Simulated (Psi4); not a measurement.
C2H7BO2S, singlet, geometry from GFN2-xTB; HF/3-21G (Psi4).

Here is a job for Psi4.
```
memory 2 GB

molecule mol {
0 1
  B     0.123407    0.550009    0.227465
  O     0.461282    1.722285    0.807871
  H     0.090153    2.522694    0.435559
  O    -0.699406    0.393429   -0.843255
  C    -1.326844    1.466860   -1.508227
  H    -0.586868    2.155413   -1.928343
  H    -1.917652    1.038216   -2.317205
  H    -1.988487    2.016015   -0.830860
  S     0.825200   -0.962707    0.931602
  C     0.093998   -2.230281   -0.163235
  H    -0.987092   -2.187358   -0.090854
  H     0.462073   -3.188458    0.185139
  H     0.409702   -2.048440   -1.184558
}

set basis 3-21g
set reference rhf

energy('scf')
print_variables()
```

It wrote (shortened):

```
   => Loading Basis Set <=

    Name: 3-21G
    Role: ORBITAL
    Keyword: BASIS

         ---------------------------------------------------------
                                   SCF
               by Justin Turney, Rob Parrish, Andy Simmonett
                          and Daniel G. A. Smith
                              RHF Reference
         ---------------------------------------------------------

  ==> Geometry <==

    Molecular point group: c1
    Full point group: C1

    Geometry (in Angstrom), charge = 0, multiplicity = 1:

       Center              X                  Y                   Z               Mass
    ------------   -----------------  -----------------  -----------------  -----------------
         B            0.080157906203     0.547504087089     0.171912570632    11.009305360000
         O            0.418032906203     1.719780087089     0.752318570632    15.994914619570
         H            0.046903906203     2.520189087089     0.380006570632     1.007825032230
         O           -0.742655093797     0.390924087089    -0.898807429368    15.994914619570
         C           -1.370093093797     1.464355087089    -1.563779429368    12.000000000000
         H           -0.630117093797     2.152908087089    -1.983895429368     1.007825032230
         H           -1.960901093797     1.035711087089    -2.372757429368     1.007825032230
         H           -2.031736093797     2.013510087089    -0.886412429368     1.007825032230
         S            0.781950906203    -0.965211912911     0.876049570632    31.972071174400
         C            0.050748906203    -2.232785912911    -0.218787429368    12.000000000000
         H           -1.030341093797    -2.189862912911    -0.146406429368     1.007825032230
         H            0.418823906203    -3.190962912911     0.129586570632     1.007825032230
         H            0.366452906203    -2.050944912911    -1.240110429368     1.007825032230

  Running in c1 symmetry.

  Rotational constants: A =      0.14907  B =      0.06835  C =      0.04771 [cm^-1]
  Rotational constants: A =   4469.05971  B =   2049.20018  C =   1430.44540 [MHz]
  Nuclear repulsion =  293.119383462740643

  Charge       = 0
  Multiplicity = 1
  Electrons    = 56
  Nalpha       = 28
  Nbeta        = 28

  ==> Algorithm <==

  SCF Algorithm Type is DF.
  DIIS enabled.
  MOM disabled.
  Fractional occupation disabled.
  Guess Type is SAD.
  Energy threshold   = 1.00e-06
  Density threshold  = 1.00e-06
[...]

   @DF-RHF iter SAD:  -647.37830868437572   -6.47378e+02   0.00000e+00
   @DF-RHF iter   1:  -648.39702984819780   -1.01872e+00   6.37178e-03 DIIS/ADIIS
   @DF-RHF iter   2:  -648.48243693014717   -8.54071e-02   3.17838e-03 DIIS/ADIIS
   @DF-RHF iter   3:  -648.49941413598879   -1.69772e-02   4.91596e-04 DIIS/ADIIS
   @DF-RHF iter   4:  -648.50038684878677   -9.72713e-04   1.06708e-04 DIIS/ADIIS
   @DF-RHF iter   5:  -648.50044145737706   -5.46086e-05   2.83955e-05 DIIS
   @DF-RHF iter   6:  -648.50044764290840   -6.18553e-06   6.70748e-06 DIIS
   @DF-RHF iter   7:  -648.50044806486210   -4.21954e-07   1.59023e-06 DIIS
   @DF-RHF iter   8:  -648.50044808430027   -1.94382e-08   5.36125e-07 DIIS
  Energy and wave function converged.

  ==> Post-Iterations <==

    Orbital Energies [Eh]
    ---------------------

    Doubly Occupied:

[...]
      28A     -0.342729

    Virtual:

[...]
    Final Occupation by Irrep:
              A
    DOCC [    28 ]
    NA   [    28 ]
    NB   [    28 ]

  @DF-RHF Final Energy:  -648.50044808430027

   => Energetics <=

    Nuclear Repulsion Energy =            293.1193834627406432
    One-Electron Energy =               -1475.6473931739121781
    Two-Electron Energy =                 534.0275616268712611
    Total Energy =                       -648.5004480843002739

Computation Completed

Properties will be evaluated at   0.000000,   0.000000,   0.000000 [a0]

Properties computed using the SCF density matrix

 Multipole Moments:

 ------------------------------------------------------------------------------------
     Multipole            Electronic (a.u.)      Nuclear  (a.u.)        Total (a.u.)
 ------------------------------------------------------------------------------------

 L = 1.  Multiply by 2.5417464519 to convert [e a0] to [Debye]
 Dipole X            :          3.4243190           -4.5768283           -1.1525093
 Dipole Y            :          1.4146038           -0.2650797            1.1495241
 Dipole Z            :          4.5529460           -5.8788341           -1.3258882
 Magnitude           :                                                    2.0994435

 ------------------------------------------------------------------------------------

  Variable Map:
  ----------------------------------------------------------------------------
[...]
  Array Variable Map:
  ----------------------------------------------------------------------------
[...]
[...]
```
